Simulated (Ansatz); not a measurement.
A single point on `[CH3][Al][O][SiH3]` radical.

```yaml
crystal:
  periodic: [false, false, false]
  atoms:
    - {symbol: C, position_ang: [0.243845, 1.981760, -1.341353]}
    - {symbol: Al, position_ang: [1.086542, 0.300647, -0.766120]}
    - {symbol: O, position_ang: [0.194202, -0.660681, 0.309096]}
    - {symbol: Si, position_ang: [-0.287918, -1.859424, 1.294042]}
    - {symbol: H, position_ang: [-0.700965, 1.751771, -1.844474]}
    - {symbol: H, position_ang: [0.014824, 2.586093, -0.457746]}
    - {symbol: H, position_ang: [0.869770, 2.565985, -2.016892]}
    - {symbol: H, position_ang: [0.686796, -2.984589, 1.283779]}
    - {symbol: H, position_ang: [-1.610998, -2.377760, 0.854688]}
    - {symbol: H, position_ang: [-0.412997, -1.355001, 2.687877]}
basis:
  gaussian: {orbitals: def2-TZVPP}
magnetization: {spin_polarized: true, initial_magnetization: 1}
hamiltonian: {xc: pbe}
correlation: {method: rpa}
```

```sh
$ ansatz run in.yaml --threads 4 --pin off --events-out ev --progress --plain
```

Output, abridged:

```
Functional definition: PBE
1333 factors; integrals over basis functions are off by at most 9.9e-4 eV
mean field evaluation 1: about -17630.0494 eV, gradient 6.7e1 eV
mean field evaluation 2: about -17630.0419 eV, gradient 6.7e1 eV
mean field evaluation 4: about -17642.0390 eV, gradient 3.7e1 eV
mean field evaluation 8: about -17648.0368 eV, gradient 2.5e-1 eV
mean field evaluation 16: about -17648.0365 eV, gradient 9.2e-5 eV
mean field -17648.03652554 eV, -648.5533800449 hartree, gradient 5.7e-6 eV, S^2 0.751868; 0 other end points of the search recorded, 0 dependent functions left out
12 core orbitals not correlated: weight in the atoms' cores, before any rotation towards them, 1.000 or more for the frozen orbitals, at most 0.000 for the correlated occupied ones
reference -17610.46963235 eV, -647.1728221839 hartree; 12, 11 occupied and 206, 207 virtual orbitals, 1333 factors
Total energy: -17638.76152719 eV, -648.2125301421 hartree
```

Run time 4.9 s (4 threads of a server CPU on a shared host); peak host memory 0.65 GiB.
